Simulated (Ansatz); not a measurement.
GeH2MeCl (CH5ClGe). Charge 0, multiplicity 1. Geometry B3LYP-D4/def2-TZVP, basis def2-TZVP, Ansatz.

```xyz
8

Ge    0.500   -0.427   -0.599
H     1.011   -1.812   -0.171
H     1.629    0.401   -1.235
C    -0.415    0.521    0.843
H     0.272    0.681    1.675
H    -1.263   -0.068    1.189
H    -0.772    1.484    0.483
Cl   -0.961   -0.781   -2.185
```

```json
{"run": "A", "HOMO (eV)": "-7.96", "LUMO (eV)": "-0.25"}
{"run": "B", "HOMO (eV)": "-8.48", "LUMO (eV)": "0.04"}
{"run": "C", "HOMO (eV)": "-8.22", "LUMO (eV)": "-0.24"}
{"run": "D", "HOMO (eV)": "-7.12", "LUMO (eV)": "-0.90"}
{"run": "E", "HOMO (eV)": "-7.47", "LUMO (eV)": "-0.58"}
{"run": "F", "HOMO (eV)": "-7.24", "LUMO (eV)": "-1.18"}
```

B3LYP takes the VWN-RPA correlation.

**Question.** The runs used B3LYP, LDA (SPW92), PBE, PBE0, r2SCAN, r2SCANh. Estimate which is which.

**Answer.** A r2SCANh (10 % exact exchange); B PBE0 (25 % exact exchange); C B3LYP (20 % exact exchange); D PBE (0 % exact exchange); E r2SCAN (0 % exact exchange); F LDA (SPW92) (0 % exact exchange). Exact exchange lowers occupied and raises empty levels; among semilocal functionals meta-GGAs tend to open the gap a little, and such runs are hard to tell apart. The gap grows from 6.06 eV (LDA (SPW92)) to 8.52 eV (PBE0).
